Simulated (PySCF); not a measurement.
SMILES C=[CH][In]([F])[F] (C₂H₃F₂In), PBE0/def2-SVP optimised geometry.

```
8

In     0.12    -1.04     0.00
F     -0.53    -2.88     0.00
F      2.08    -1.04     0.00
C     -0.98     0.76     0.00
C     -0.35     1.94     0.02
H     -2.08     0.71    -0.02
H     -0.92     2.88     0.02
H      0.74     2.03     0.04
```

Density from PBE0/def2-TZVP, def2 effective core potentials past Kr (PySCF) at that geometry. The core electrons that the potentials of In replace are not part of the density.

Minimum of the electron density along straight lines between bonded atoms, close to the bond critical point (lines longer than 1.1 times the sum of covalent radii, or with two minima, are not listed):

```csv
bond,length / Å,ρ at the minimum / e bohr⁻³,∇²ρ there / e bohr⁻⁵,position (fraction from the first atom)
In1–F2,1.952,0.113,0.59,0.52
In1–F3,1.956,0.111,0.59,0.52
In1–C4,2.111,0.107,0.16,0.52
C4–C5,1.336,0.347,-1.05,0.50
C4–H6,1.095,0.277,-0.96,0.65
C5–H7,1.097,0.277,-0.97,0.65
C5–H8,1.095,0.280,-0.99,0.65
```
